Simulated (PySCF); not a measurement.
A side-by-side comparison of computed properties.

First species: C2F6P2.
Atom-mapped SMILES: `[F:1][C:2]([F:3])([F:4])/[P:5]=[P:6]\[C:7]([F:8])([F:9])[F:10]`

Second species: H₉N₃Si₃.
Bonds: Si1–N2, N2–Si3, Si3–N4, N4–Si5, Si5–N6, Si3–N6. Hydrogens: H7, H8, H9 on Si1; H10 on N2; H11 on Si3; H12 on N4; H13, H14 on Si5; H15 on N6.

Levels: CAM-B3LYP/def2-SVPD for dipole moment, HOMO energy, LUMO energy, HOMO–LUMO gap, static isotropic polarisability and electronic spatial extent ⟨r²⟩ about the centre of nuclear charge; TDDFT CAM-B3LYP/def2-SVPD for lowest singlet excitation; TDA CAM-B3LYP/def2-SVPD for lowest triplet excitation (Tamm–Dancoff); GFN2-xTB for rotational constant A and rotational constant C. Geometries: GFN2-xTB. Each structure is a single optimised conformer of the isolated species, non-relativistic unless stated. Electronic properties by PySCF.

The conformers computed, where there is a choice (atom-mapped SMILES and torsion angles):
- `[F:1][C:2]([F:3])([F:4])/[P:5]=[P:6]\[C:7]([F:8])([F:9])[F:10]`: F1–C2–P5–P6 41°, P5–P6–C7–F8 -83°
- `[SiH3:1][NH:2][SiH:3]1[NH:4][SiH2:5][NH:6]1`: Si1–N2–Si3–N4 -49°

Values for the first species:

```
Dipole moment                                                     : 1.96 D
HOMO energy                                                       : -9.91 eV
LUMO energy                                                       : -2.91 eV
HOMO–LUMO gap                                                     : 7.00 eV
Lowest singlet excitation                                         : 3.60 eV
Lowest triplet excitation (Tamm–Dancoff)                          : 1.99 eV
Static isotropic polarisability                                   : 81.5 au
Electronic spatial extent ⟨r²⟩ about the centre of nuclear charge : 1711 bohr²
Rotational constant A                                             : 1.630 GHz
Rotational constant C                                             : 0.615 GHz
```

Problem. Estimate the same properties for the second species, and the change in each.

Solution. 
```csv
property,first,second,second less first
dipole moment,1.96 D,0.60 D,-1.36 D
HOMO energy,-9.91 eV,-8.29 eV,+1.62 eV
LUMO energy,-2.91 eV,0.88 eV,+3.79 eV
HOMO–LUMO gap,7.00 eV,9.17 eV,+2.17 eV
lowest singlet excitation,3.60 eV,5.85 eV,+2.25 eV
lowest triplet excitation (Tamm–Dancoff),1.99 eV,5.58 eV,+3.59 eV
static isotropic polarisability,81.5 au,93.2 au,+11.7 au
electronic spatial extent ⟨r²⟩ about the centre of nuclear charge,1711 bohr²,1189 bohr²,-522 bohr²
rotational constant A,1.630 GHz,3.580 GHz,+1.950 GHz
rotational constant C,0.615 GHz,1.081 GHz,+0.466 GHz
```

On the first: The dipole equals about 6.5 × 10⁻³⁰ C·m (1 D = 3.33564 × 10⁻³⁰ C·m). The polarisability is 12.08 Å³ as a volume (1 au = 0.148185 Å³), or 0.85 au for each of the 96 electrons.

On the second: In wavenumbers S1 is 47200 cm⁻¹ (1 eV = 8065.54 cm⁻¹). No computed singlet falls in the visible range (750 to 380 nm, 1.65 to 3.26 eV); S1 lies 2.59 eV above its blue end.
